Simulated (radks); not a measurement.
Charge is removed step by step from the 4d5/2 level of Rh+, starting from [Kr] 4d(3/2: 4, 5/2: 4). Method: Dirac Kohn-Sham, PBE, spin-unpolarised, spherical densities, point nucleus; computed with a radial shooting solver on a logarithmic mesh with Libxc functionals.

removed (e)  E - E(0) (eV)  eigenvalue (eV)  E minus straight line (eV)
0                    0.000          -13.390                       0.000
0.1                  1.395          -14.517                      -0.535
0.2                  2.904          -15.664                      -0.955
0.3                  4.529          -16.831                      -1.261
0.4                  6.271          -18.017                      -1.448
0.5                  8.133          -19.222                      -1.516
0.6                 10.116          -20.445                      -1.463
0.7                 12.222          -21.685                      -1.286
0.8                 14.454          -22.943                      -0.984
0.9                 16.812          -24.217                      -0.556
1                   19.298          -25.508                       0.000

Removing the whole electron costs 19.298 eV by Delta-SCF, against 13.390 eV from minus the eigenvalue at the starting occupation. Slater's transition state (half an electron removed) gives 19.222 eV. Integrating minus the eigenvalue over the occupation (Janak's theorem) gives 19.298 eV. The mean slope of the eigenvalue, de/dn, is 12.1 eV per electron. Ionisation energy of Rh+ in the NIST Atomic Spectra Database: 18.080 eV (semi-empirical).

Beside tabulated values, note that spin-unpolarised runs miss the spin-polarisation part of the exchange energy of open shells.
